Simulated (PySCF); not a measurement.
A structure optimised at TPSSh-D3(BJ)/def2-SVP, used in a PySCF frequency run:

```
Ge
N 1 1.8364
H 2 1.0191 1 116.61
H 2 1.0195 3 109.52 1 134.30
H 1 1.5459 2 104.73 3 168.55
C 1 1.9813 5 118.49 2 -136.50
N 6 1.2864 1 96.96 5 -107.88
H 6 1.1005 7 121.39 1 -177.58
C 7 1.4797 6 106.39 8 178.85
H 9 1.1025 7 110.62 6 -114.93
H 9 1.1027 10 107.93 7 122.51
```
Charge 0, spin multiplicity 1.

Task: Write its SMILES and formula.

Result: [NH2][Ge@H]1[CH]=N[CH2]1, C₂H₆GeN₂

Task: What are its rotational constants (standard atomic weights)?

Result: 7.8606, 2.5726, 2.3612 GHz
